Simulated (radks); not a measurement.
Task: Mn XVI, 10 electrons, occupied as [Ne]. All-electron calculation, scalar-relativistic Kohn-Sham, PBE, spin-polarised, spherical densities, point nucleus. Program: a radial shooting solver on a logarithmic mesh with Libxc functionals. Some entries of the table are withheld. Estimate them.

orbital  occ.  eigenvalue (eV)  r(max) (bohr)  <r> (bohr)
1s          2        -6917.850        0.03986     0.06086
2s          2        -1201.855            (1)      0.2748
2p          6        -1092.647            (2)      0.2419

Result: 
(1) 2s r(max) (bohr): 0.2307
(2) 2p r(max) (bohr): 0.1863
